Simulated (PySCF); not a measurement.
## Bond curve of CsPb

Set-up: Cs def2-SVP with ECP46, Pb def2-SVP with ECP60; scalar-relativistic core potentials (PySCF 2.14). Energies in eV from Cs + Pb in their ground configurations at the same level. State: ⁴Σ⁻ (quartet), unpaired electrons σ ↑, π ↑↑.

All columns are UHF. A positive dipole means Cs(−)Pb(+).

```tsv
R (Å)	E (eV)	μ (D)	Mulliken charge on Cs (basis-dependent)	HOMO (eV)	LUMO (eV)	Mayer bond order	⟨S²⟩
3.130	-0.403	-10.65	0.65	-5.27	-0.19	0.64	3.76
3.275	-0.674	-11.19	0.65	-5.34	-0.24	0.64	3.76
3.421	-0.838	-11.73	0.65	-5.26	-0.28	0.63	3.76
3.530	-0.911	-12.12	0.65	-5.18	-0.32	0.63	3.76
3.639	-0.951	-12.52	0.65	-5.10	-0.35	0.63	3.76
3.748	-0.966	-12.91	0.65	-5.04	-0.38	0.63	3.76
3.894	-0.957	-13.43	0.65	-4.95	-0.42	0.62	3.76
4.076	-0.913	-14.06	0.65	-4.86	-0.47	0.62	3.76
4.294	-0.829	-14.80	0.64	-4.77	-0.54	0.62	3.76
4.585	-0.691	-15.69	0.62	-4.69	-0.61	0.62	3.76
```

A fit through these points gives, at Re = 3.775 Å, μ = -13.00 D and dμ/dR = -3.57 D/Å; the reduced mass is 81.09 u.

Question: How strong is the fundamental in the double-harmonic approximation, I = 42.26·(dμ/dR)²/μred km/mol?

Answer: I = 42.26·(-3.57)²/81.09 = 6.64 km/mol at UHF.

These are scalar-relativistic numbers at best; spin–orbit coupling would shift them, the dissociation energy most. Hartree–Fock leaves out correlation, which carries a large part of most bond energies and some tenths to 1 eV of ionisation energies. The state is the lowest determinant that a PBE0 search found; another state may lie lower at other levels.
